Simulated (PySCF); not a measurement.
C₆H₁₄, charge -1, doublet, at the geometry of the source list (a state made from the parent by changing its charge; the spin is typed, not shown lowest) (in this run its highest filled SCF level lies above zero, so its values depend strongly on the basis, on diffuse functions most of all), with bond 11-2 at 1.6 times its length; SVWN5/STO-3G (PySCF).

The PySCF input:
```python
from pyscf import gto, scf, dft

mol = gto.Mole()
mol.atom = '''
    C     2.833400    0.850300   -0.342400
    C     1.828800    0.001100    0.425600
    C     0.444400    0.031600   -0.217600
    C    -0.560100   -0.817000    0.558100
    C    -1.933300   -0.902400   -0.108400
    C    -2.666400    0.432100   -0.158600
    H     2.936200    0.490800   -1.364100
    H     2.509500    1.888300   -0.377900
    H     3.810900    0.813300    0.133200
    H     2.184400   -1.031300    0.468100
    H     1.711680    0.585580    2.069280
    H     0.098600    1.065800   -0.261400
    H     0.515500   -0.340400   -1.242900
    H    -0.674200   -0.409200    1.565700
    H    -0.158800   -1.829300    0.657100
    H    -1.817300   -1.290700   -1.123400
    H    -2.543100   -1.617700    0.449600
    H    -2.746700    0.860900    0.838000
    H    -3.670900    0.296200   -0.553900
    H    -2.146600    1.141200   -0.797500
'''
mol.basis = 'sto-3g'
mol.charge = -1
mol.spin = 1
mol.verbose = 4
mol.build()

mf = dft.UKS(mol)
mf.xc = 'lda,vwn'
mf.diis_space = 12
mf.kernel()
```

Q: What does PySCF print? Leave out banner, timings and long lists.

A: 
```
PySCF version 2.14.0

[INPUT] verbose = 4
[INPUT] num. atoms = 20
[INPUT] num. electrons = 51
[INPUT] charge = -1
[INPUT] spin (= nelec alpha-beta = 2S) = 1
[INPUT] symmetry False subgroup None
[INPUT] Mole.unit = angstrom
[INPUT] Symbol           X                Y                Z      unit          X                Y                Z       unit  Magmom
[INPUT]  1 C      2.833400000000   0.850300000000  -0.342400000000 AA    5.354350001343   1.606834123718  -0.647042225051 Bohr   0.0
[INPUT]  2 C      1.828800000000   0.001100000000   0.425600000000 AA    3.455931136605   0.002078698737   0.804267438615 Bohr   0.0
[INPUT]  3 C      0.444400000000   0.031600000000  -0.217600000000 AA    0.839794289757   0.059715345536  -0.411204404705 Bohr   0.0
[INPUT]  4 C     -0.560100000000  -0.817000000000   0.558100000000 AA   -1.058435602369  -1.543906243770   1.054656150120 Bohr   0.0
[INPUT]  5 C     -1.933300000000  -0.902400000000  -0.108400000000 AA   -3.653407516622  -1.705288854808  -0.204846311903 Bohr   0.0
[INPUT]  6 C     -2.666400000000   0.432100000000  -0.158600000000 AA   -5.038765738540   0.816550658425  -0.299710563356 Bohr   0.0
[INPUT]  7 H      2.936200000000   0.490800000000  -1.364100000000 AA    5.548613846948   0.927477581937  -2.577775406519 Bohr   0.0
[INPUT]  8 H      2.509500000000   1.888300000000  -0.377900000000 AA    4.742267709596   3.568369841016  -0.714127502473 Bohr   0.0
[INPUT]  9 H      3.810900000000   0.813300000000   0.133200000000 AA    7.201557288105   1.536914257109   0.251711519792 Bohr   0.0
[INPUT] 10 H      2.184400000000  -1.031300000000   0.468100000000 AA    4.127917746500  -1.948874552264   0.884580798909 Bohr   0.0
[INPUT] 11 H      1.711680000000   0.585580000000   2.069280000000 AA    3.234606412896   1.106585824023   3.910372475040 Bohr   0.0
[INPUT] 12 H      0.098600000000   1.065800000000  -0.261400000000 AA    0.186326995882   2.014070103561  -0.493974408961 Bohr   0.0
[INPUT] 13 H      0.515500000000  -0.340400000000  -1.242900000000 AA    0.974153817213  -0.643262772802  -2.348740600222 Bohr   0.0
[INPUT] 14 H     -0.674200000000  -0.409200000000   1.565700000000 AA   -1.274053353182  -0.773275930172   2.958744193232 Bohr   0.0
[INPUT] 15 H     -0.158800000000  -1.829300000000   0.657100000000 AA   -0.300088508581  -3.456875999667   1.241739036452 Bohr   0.0
[INPUT] 16 H     -1.817300000000  -1.290700000000  -1.123400000000 AA   -3.434199286172  -2.439069508976  -2.122918328336 Bohr   0.0
[INPUT] 17 H     -2.543100000000  -1.617700000000   0.449600000000 AA   -4.805762507381  -3.057009951709   0.849620865604 Bohr   0.0
[INPUT] 18 H     -2.746700000000   0.860900000000   0.838000000000 AA   -5.190510746343   1.626865220638   1.583590492386 Bohr   0.0
[INPUT] 19 H     -3.670900000000   0.296200000000  -0.553900000000 AA   -6.936995630666   0.559736878096  -1.046719300397 Bohr   0.0
[INPUT] 20 H     -2.146600000000   1.141200000000  -0.797500000000 AA   -4.056486098991   2.156555453354  -1.507056584341 Bohr   0.0

nuclear repulsion = 246.595342026146
number of shells = 32
number of NR pGTOs = 132
number of NR cGTOs = 44
basis = sto-3g
ecp = {}

******** <class 'pyscf.dft.uks.UKS'> ********
method = UKS
initial guess = minao
damping factor = 0
level_shift factor = 0
DIIS = <class 'pyscf.scf.diis.CDIIS'>
diis_start_cycle = 1
diis_space = 12
diis_damp = 0
SCF conv_tol = 1e-09
SCF conv_tol_grad = None
SCF max_cycles = 50
direct_scf = True
direct_scf_tol = 1e-13
number electrons alpha = 26  beta = 25
XC library pyscf.dft.libxc version 7.1.2
    S. Lehtola, C. Steigemann, M. J. T. Oliveira, and M. A. L. Marques,  SoftwareX 7, 1–5 (2018)
XC functionals = lda,vwn
    P. A. M. Dirac,  Math. Proc. Cambridge Philos. Soc. 26, 376 (1930)
    F. Bloch,  Z. Phys. 57, 545 (1929)
    S. H. Vosko, L. Wilk, and M. Nusair,  Can. J. Phys. 58, 1200 (1980)
radial grids:
    Treutler-Ahlrichs [JCP 102, 346 (1995); DOI:10.1063/1.469408] (M4) radial grids

becke partition: Becke, JCP 88, 2547 (1988); DOI:10.1063/1.454033
pruning grids: <function nwchem_prune>
grids dens level: 3
symmetrized grids: False
atomic radii adjust function: <function treutler_atomic_radii_adjust>
small_rho_cutoff = 0
Set gradient conv threshold to 3.16228e-05
tot grids = 222024
init E= -231.814783571626

cycle= 1 E= -231.507188184923  delta_E= 0.308  |g|= 0.37  |ddm|= 3.79

cycle= 2 E= -231.158926962315  delta_E= 0.348  |g|= 0.561  |ddm|=  3.1
cycle= 3 E= -231.575753928626  delta_E= -0.417  |g|= 0.219  |ddm|= 2.98
cycle= 4 E= -231.604436215334  delta_E= -0.0287  |g|= 0.0695  |ddm|= 0.242
cycle= 5 E= -231.60876175336  delta_E= -0.00433  |g|= 0.019  |ddm|= 0.224
cycle= 6 E= -231.608981833276  delta_E= -0.00022  |g|= 0.00619  |ddm|= 0.0339
cycle= 7 E= -231.609010817704  delta_E= -2.9e-05  |g|= 0.000974  |ddm|= 0.0127
cycle= 8 E= -231.609011703366  delta_E= -8.86e-07  |g|= 0.000302  |ddm|= 0.00505
cycle= 9 E= -231.609011825767  delta_E= -1.22e-07  |g|= 5.77e-05  |ddm|= 0.00153
cycle= 10 E= -231.609011828961  delta_E= -3.19e-09  |g|= 2.31e-05  |ddm|= 0.000234
cycle= 11 E= -231.609011829298  delta_E= -3.36e-10  |g|= 7.54e-06  |ddm|= 4.59e-05
Extra cycle  E= -231.609011829295  delta_E= 2.9e-12  |g|= 8.48e-06  |ddm|= 2.35e-05
converged SCF energy = -231.609011829295  <S^2> = 0.75060996  2S+1 = 2.0006099
```
